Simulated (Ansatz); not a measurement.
Reaction (cleavage of the Ge–Al bond): `[SiH3][AlH][GeH3]` + `O[SiH](O)F` → `O[SiH](F)[O][GeH3]` + `[AlH2][SiH3]`

Gas-phase electronic energies from Ansatz, PBE0-D4/def2-TZVP geometries. CCSD(T)/CBS is the MP2 limit (def2-TZVPP, def2-QZVPP) plus CCSD(T) − MP2 in def2-TZVPP, frozen cores. This one scheme is used for every species. Functionals use def2-TZVPP. HSE06 is defined as in plane-wave codes. For Ge outer-core shells are correlated without core-valence functions, which leaves a few kJ/mol of doubt a bond. Scalar relativity is left out up to krypton. Each species was taken in one conformer, which may not be the lowest.

`[SiH3][AlH][GeH3]`:

Z-matrix (Å, degrees):
```
Si
Al 1 2.458
H 1 1.490 2 114.0
H 1 1.492 2 110.2 3 121.2
H 1 1.492 2 110.1 3 -121.1
Ge 2 2.481 1 118.6 3 -179.2
H 2 1.590 1 121.3 3 0.9
H 6 1.541 2 114.4 1 179.8
H 6 1.543 2 111.0 1 58.6
H 6 1.543 2 111.0 1 -59.0
```

`O[SiH](O)F`:

```xyz
7

O     0.692   -0.213    1.151
Si   -0.375   -0.067   -0.072
O     0.012    1.239   -0.946
F    -0.304   -1.402   -0.942
H     0.807   -1.073    1.558
H    -1.771    0.089    0.359
H     0.939    1.427   -1.107
```

`O[SiH](F)[O][GeH3]`:

Cartesian coordinates in Å:
```
O -1.004 0.233 -1.544
Si 0.588 0.274 -1.184
F 1.053 1.800 -1.164
O 0.792 -0.411 0.253
Ge -0.202 -0.545 1.730
H -1.335 0.809 -2.234
H 1.427 -0.402 -2.186
H -1.206 -1.685 1.512
H -0.909 0.796 1.969
H 0.794 -0.870 2.847
```

`[AlH2][SiH3]`:

```xyz
7

Al   -1.292   -0.034   -0.558
Si    0.957    0.047    0.426
H    -2.356    1.115   -0.294
H    -1.701   -1.262   -1.480
H     1.201   -1.154    1.277
H     2.000    0.038   -0.642
H     1.191    1.251    1.271
```

```
             level  ΔE (kJ/mol)  difference from CCSD(T)/CBS
          PBE-QIDH         -3.0                          1.5
            revPBE         12.8                         17.3
             HSE06          8.9                         13.4
             BHLYP        -14.0                         -9.5
           LC-ωPBE         -3.1                          1.4
RPA@PBE/def2-TZVPP        -14.9                        -10.4
       HF/def2-SVP        -34.6                        -30.1
     CCSD/def2-SVP        -19.3                        -14.8
     HF/def2-TZVPP        -31.8                        -27.3
SCS-MP2/def2-TZVPP        -20.2                        -15.7
       CCSD(T)/CBS         -4.5                            0
```

Largest T1 diagnostic among the species: 0.013.

In def2-TZVPP, CCSD(T) changes the Hartree–Fock value by +22.6 kJ/mol (the triples alone add +2.0 kJ/mol) and MP2 by +19.1 kJ/mol. The D4 term adds −3.3 kJ/mol with B3LYP and −1.7 kJ/mol with PBE0; it sums over pairs of atoms, weighted by their polarisabilities, and B3LYP, whose exchange is more repulsive, gets the larger term. At CCSD(T), def2-SVP lies −13.7 kJ/mol from the extrapolated value and def2-TZVPP −4.7 kJ/mol.

B3LYP here is the variant with VWN-RPA as its local correlation; programs differ in this.
